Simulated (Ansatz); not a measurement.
`C[SiH](F)[GeH3]` + H₂ → `F[SiH2][GeH3]` + CH₄ at 600 K and 1 bar (hydrogenolysis of the Si–C bond).

Computed with Ansatz on PBE0-D4/def2-TZVP structures; ΔE is electronic, products minus reactants. CBS: MP2 limit from def2 TZ/QZ plus the TZ coupled-cluster correction, frozen cores. This one scheme is used for every species. For Ge outer-core shells are correlated without core-valence functions, which leaves a few kJ/mol of doubt a bond. Scalar relativity is left out up to krypton.

| species | CCSD(T)/CBS energy (Eh) | H − E (kJ/mol) | S (J/(mol·K)) |
| --- | --- | --- | --- |
| `C[SiH](F)[GeH3]` | -2507.31933 | 254.7 | 462.4 |
| H₂ | -1.17544 | 43.9 | 150.8 |
| `F[SiH2][GeH3]` | -2468.03899 | 164.2 | 400.7 |
| CH₄ | -40.46206 | 140.4 | 215.7 |

H − E and S are ideal-gas, rigid-rotor, harmonic terms from PBE0-D4/def2-TZVP, for one conformer and one mirror image of each species. For small species the MP2-based limit differs from directly extrapolated CCSD(T) by up to some mEh (0.8 for H₂); such offsets cancel only in part. 1 Eh = 2625.50 kJ/mol, R = 8.31446 J/(mol·K).

By hand: ΔE, ΔH, ΔS and ΔG.

ΔE = (-2468.03899) + (-40.46206) − (-2507.31933) − (-1.17544) = -0.00628 Eh = -16.5 kJ/mol. Δ(H − E) = 164.2 + 140.4 − 254.7 − 43.9 = 6.0, so ΔH = -10.5 kJ/mol. ΔS = 400.7 + 215.7 − 462.4 − 150.8 = 3.2 J/(mol·K). ΔG = -10.5 − 600 × (3.2)/1000 = -12.4 kJ/mol.

By hand: the equilibrium constant, and the temperature at which ΔG would vanish if ΔH and ΔS stayed fixed.

log₁₀ K = −ΔG/(RT ln 10) = 1.1. ΔH and −TΔS have one sign here, so there is no such temperature.

The number of gas molecules stays the same, so ΔS is small and ΔH decides. A doubt of 5 kJ/mol in ΔE shifts log₁₀ K by 0.4 here. Other conformers and mirror images would add mixing entropy, several J/(mol·K) or more a flexible species. These are equilibria of isolated gas molecules and say nothing of rates. Largest T1 diagnostic: 0.012 (customary marks: 0.02 for closed shells, 0.045 for open ones).

ΔS is within the doubt of such terms, so its sign, and with it that verdict, could turn.
